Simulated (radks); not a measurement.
Species: Zr+. Configuration: [Kr] 4d(up 2, down 0) 5s(up 0.5, down 0.5) (fractional occupations, a model configuration). All-electron calculation, non-relativistic Kohn-Sham, PBE, spin-polarised, spherical densities, point nucleus; relativity is left out, which matters for an element this heavy. Program: a radial shooting solver on a logarithmic mesh with Libxc functionals.

Normalised radial functions P(r) = r R(r), r in bohr:

r	4s up	5s up	4d down
0.001254	0.0308	0.0107	0.0000
0.001673	0.0404	0.0140	0.0000
0.002231	0.0527	0.0183	0.0000
0.003	0.0687	0.0239	0.0000
0.004001	0.0879	0.0305	0.0000
0.005336	0.1108	0.0385	0.0000
0.007117	0.1369	0.0475	0.0001
0.009569	0.1651	0.0573	0.0003
0.01276	0.1901	0.0660	0.0006
0.01702	0.2059	0.0715	0.0014
0.0227	0.2022	0.0702	0.0030
0.03028	0.1659	0.0576	0.0065
0.04071	0.0818	0.0283	0.0138
0.0543	-0.0481	-0.0169	0.0277
0.07242	-0.2041	-0.0710	0.0529
0.0966	-0.3283	-0.1140	0.0947
0.1299	-0.3304	-0.1141	0.1581
0.1732	-0.1392	-0.0467	0.2334
0.231	0.2052	0.0735	0.2995
0.3081	0.5052	0.1753	0.3159
0.411	0.4920	0.1624	0.2378
0.5525	0.0442	-0.0053	0.0397
0.737	-0.5854	-0.2202	-0.2347
0.9829	-0.9993	-0.3058	-0.5086
1.311	-0.9616	-0.1445	-0.6836
1.763	-0.5941	0.2081	-0.6995
2.351	-0.2430	0.5183	-0.5835
3.135	-0.0620	0.6179	-0.4059
4.182	-0.0088	0.4839	-0.2275
5.578	-0.0006	0.2526	-0.0959
7.499	0.0000	0.0788	-0.0264
10	0.0000	0.0137	-0.0043

4s up: eigenvalue -59.235 eV, 3 radial nodes at r = 0.0493, 0.196, 0.564 bohr, <r> = 1.24 bohr, 90 % of the charge inside 1.81 bohr. 5s up: eigenvalue -9.980 eV, 4 radial nodes at r = 0.0493, 0.195, 0.549, 1.49 bohr, <r> = 3.46 bohr, 90 % of the charge inside 5.04 bohr. 4d down (empty): eigenvalue -9.529 eV, 1 radial node at r = 0.578 bohr, <r> = 2.13 bohr, 90 % of the charge inside 3.46 bohr.
